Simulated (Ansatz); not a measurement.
A made-up structure of ZnBHF, doublet:

```
4
angstrom
B 0.7450 0.9011 -0.1562
Zn -0.5350 -0.6136 -0.0878
F 1.6581 1.3077 -1.1928
H 1.4684 1.6551 0.4108
```

It is relaxed with PBE-D4/def2-SVP and then PBE0-D4/def2-TZVP (Ansatz 0.2.0). Atoms count as bonded within 1.22 times the sum of their covalent radii (H–H: 0.88 Å). The end point is not checked to be a true minimum.

(1) Does its bonding change? (A judgement: the text doesn't fix the answer.)

## Answers

(1) By the calculation: No: no bond forms or breaks.

Where it ends: The first stage lowers the energy by 1.51 eV in 5 steps. It ends as ZnBHF ([F][BH][Zn]):
B1  (0.985, 0.981, -0.232)
Zn2  (-0.566, -0.613, -0.085)
F3  (1.572, 1.200, -1.393)
H4  (1.346, 1.682, 0.684)
(Å)

Labels in which every atom is bracketed show which atoms are joined, not bond orders.

For scale, one of the runs: PBE0-D4/def2-TZVP relaxation, 116 basis functions, launched by `ansatz run in.yaml --threads 2 --pin off --events-out ev --progress --plain --max-ram 4352MiB`. The run took about 18 s on 2 CPU threads of an Arm Neoverse V2 (shared host).
